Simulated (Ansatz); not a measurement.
```yaml
crystal:
  periodic: [false, false, false]
  atoms:
    - {symbol: Os, position_ang: [0.042658, 0.009004, 0.051161]}
    - {symbol: O, position_ang: [-0.010622, -0.012276, 1.772635]}
    - {symbol: O, position_ang: [1.676241, -0.036738, -0.625780]}
    - {symbol: O, position_ang: [-0.832082, 1.393825, -0.575784]}
    - {symbol: N, position_ang: [-0.733280, -1.332660, -0.537825]}
basis:
  gaussian: {orbitals: def2-TZVPD}
total_charge: -1
hamiltonian: {xc: {name: PBE0}, dispersion: d3bjatm, pseudopotentials: {relativity: scalar}}
scf: {omitted_lower_state_checks: [starts]}
```

```sh
$ ansatz run in.yaml --threads 2 --pin off --events-out ev --progress --plain --max-ram 4352MiB
```

It prints (some lines left out):

```
Functional definition: PBE0
1154 factors; their error is unknown
mean field evaluation 1: about -10072.5726 eV, gradient 1.3e2 eV
mean field evaluation 2: about -9885.0113 eV, gradient 3.3e2 eV
mean field evaluation 4: about -10085.3896 eV, gradient 8.8e1 eV
mean field evaluation 8: about -10100.8998 eV, gradient 5.9e-1 eV
mean field evaluation 16: about -10100.9474 eV, gradient 7.3e-4 eV
mean field -10100.94738494 eV, -371.2029697285 hartree, gradient 4.4e-5 eV, S^2 0.000000; 0 other end points of the search recorded, 0 dependent functions left out
reference -10100.94743685 eV, -371.2029716361 hartree; 24, 24 occupied and 176, 176 virtual orbitals, 1154 factors
Total energy: -10101.05105566 eV, -371.2067795573 hartree
Relativity: scalar
Checks for a lower state left out: starts
```

Run time 2.2 s (2 threads of Intel Xeon 6975P-C on a shared host).

In the def2 sets Os takes a core potential; there is no spin–orbit coupling. The restricted singlet is unstable towards broken spin symmetry in Hartree–Fock (as tested in another run); at RKS PBE0-D3(BJ)-ATM/def2-TZVPD this wasn't settled.
